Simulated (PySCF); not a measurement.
Computed IR spectrum (relative IR intensity) of a molecule CH10N2Si3. The structure is a stationary point at PBE-D3(BJ)/def2-SVP. One conformer was computed; it need not be the lowest. Calculation: PBE-D3(BJ)/def2-SVP (PySCF). Frequencies are harmonic and unscaled.

Lines under 2 % of the strongest are left out, and lines within 2 cm⁻¹ are merged.

```json
[
 {"ν (cm⁻¹)": "284", "relative intensity": "18"},
 {"ν (cm⁻¹)": "343", "relative intensity": "6.3"},
 {"ν (cm⁻¹)": "354", "relative intensity": "16"},
 {"ν (cm⁻¹)": "391", "relative intensity": "58"},
 {"ν (cm⁻¹)": "408", "relative intensity": "4.8"},
 {"ν (cm⁻¹)": "455", "relative intensity": "20"},
 {"ν (cm⁻¹)": "477", "relative intensity": "7.1"},
 {"ν (cm⁻¹)": "500", "relative intensity": "15"},
 {"ν (cm⁻¹)": "506", "relative intensity": "26"},
 {"ν (cm⁻¹)": "555", "relative intensity": "18"},
 {"ν (cm⁻¹)": "688", "relative intensity": "64"},
 {"ν (cm⁻¹)": "756", "relative intensity": "17"},
 {"ν (cm⁻¹)": "791", "relative intensity": "100"},
 {"ν (cm⁻¹)": "817", "relative intensity": "23"},
 {"ν (cm⁻¹)": "846", "relative intensity": "35"},
 {"ν (cm⁻¹)": "855", "relative intensity": "29"},
 {"ν (cm⁻¹)": "901", "relative intensity": "44"},
 {"ν (cm⁻¹)": "906", "relative intensity": "31"},
 {"ν (cm⁻¹)": "1034", "relative intensity": "9.5"},
 {"ν (cm⁻¹)": "1114", "relative intensity": "12"},
 {"ν (cm⁻¹)": "1284", "relative intensity": "16"},
 {"ν (cm⁻¹)": "1482", "relative intensity": "27"},
 {"ν (cm⁻¹)": "2125", "relative intensity": "53"},
 {"ν (cm⁻¹)": "2136", "relative intensity": "51"},
 {"ν (cm⁻¹)": "2139", "relative intensity": "44"},
 {"ν (cm⁻¹)": "2150", "relative intensity": "23"},
 {"ν (cm⁻¹)": "2153", "relative intensity": "62"},
 {"ν (cm⁻¹)": "2922", "relative intensity": "38"},
 {"ν (cm⁻¹)": "2965", "relative intensity": "14"},
 {"ν (cm⁻¹)": "3480", "relative intensity": "11"},
 {"ν (cm⁻¹)": "3585", "relative intensity": "9.2"}
]
```

Task: Identify the compound among the candidates.
A. N[Si@]1([SiH3])C[SiH2]N1
B. [SiH3][C@H]1N[SiH2]N[SiH2]1
C. CN1[SiH2]N[Si@H]1[SiH3]
D. N[Si@@]1([SiH3])NC[SiH2]1

Result: D, N[Si@@]1([SiH3])NC[SiH2]1
